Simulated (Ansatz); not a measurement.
`CC1([SiH3])C[SiH2]1` + `C[O][AlH][SH]` → `C[O][AlH][S][SiH3]` + `CC1C[SiH2]1`  (ligand exchange at the Si–C bond)

Calculated with Ansatz (gas phase, PBE0-D4/def2-TZVP geometries, no zero-point term in ΔE). CCSD(T)/CBS is the MP2 limit (def2-TZVPP, def2-QZVPP) plus CCSD(T) − MP2 in def2-TZVPP, frozen cores. DFT in def2-TZVPP. Each species was taken in one conformer, which may not be the lowest.

```tsv
level	ΔE (kcal/mol)
PBE-D4	-12.3
r2SCAN-D4	-12.9
PBE0-D4	-12.8
ωB97M-V	-12.0
PBE	-12.8
MP2/def2-TZVPP	-11.5
SCS-MP2/def2-TZVPP	-11.8
HF/def2-QZVPP	-14.5
```

Question: What does CCSD(T)/CBS give? (Best estimate.)

Answer: Computed: -12.0 kcal/mol. The listed levels differ from it by -0.3, -0.9, -0.8, 0.0, -0.8, 0.5, 0.2, -2.5 kcal/mol.

Largest T1 diagnostic among the species: 0.012.

The D4 term adds +0.8 kcal/mol with B3LYP and +0.4 kcal/mol with PBE0; it sums over pairs of atoms, weighted by their polarisabilities, and B3LYP, whose exchange is more repulsive, gets the larger term. In def2-TZVPP, CCSD(T) changes the Hartree–Fock value by +3.1 kcal/mol (the triples alone add +0.4 kcal/mol) and MP2 by +3.0 kcal/mol.

B3LYP here is the variant with VWN-RPA as its local correlation; programs differ in this.
